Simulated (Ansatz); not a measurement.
Species: C$_{2}$HNO, SMILES `N=C=C=O` (charge 0, multiplicity 1).

Task: Give a relaxed geometry from PBE0-D3(BJ)/def2-TZVP (Ansatz, a first-principles code).

Result: the end point of this relaxation (outside a Z-matrix the atoms follow the SMILES, hydrogens last).
Cartesian coordinates (Å) in one orientation:
```xyz
5

N     -1.258     0.003     0.582
C     -0.090     0.290     0.265
C      0.978     0.119    -0.524
O      2.061     0.304    -0.912
H     -1.690    -0.716    -0.007
```
